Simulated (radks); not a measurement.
Values are calculated unless marked as measured or tabulated.
The copper ion Cu5+, 24 electrons, occupied as [Ar] 3d6. Level of theory: scalar-relativistic Kohn-Sham, BLYP, spin-unpolarised, spherical densities, finite nucleus; Fermi nuclear charge, rms radius 3.8823 fm (a radial shooting solver on a logarithmic mesh with Libxc functionals). Some entries of the table are withheld. Estimate them.

orbital,occ.,eigenvalue (hartree),r(max) (bohr),<r^2> (bohr^2)
1s,2,(1),0.03411,0.003656
2s,2,(2),(3),(4)
2p,6,-37.41051,0.1582,0.05226
3s,2,-7.67485,0.6066,0.5500
3p,6,-6.08195,0.6088,0.5964
3d,6,-3.50170,0.5640,0.7194

Answer. 
(1) 1s eigenvalue (hartree): -328.9910
(2) 2s eigenvalue (hartree): -42.75514
(3) 2s r(max) (bohr): 0.1966
(4) 2s <r^2> (bohr^2): 0.06527
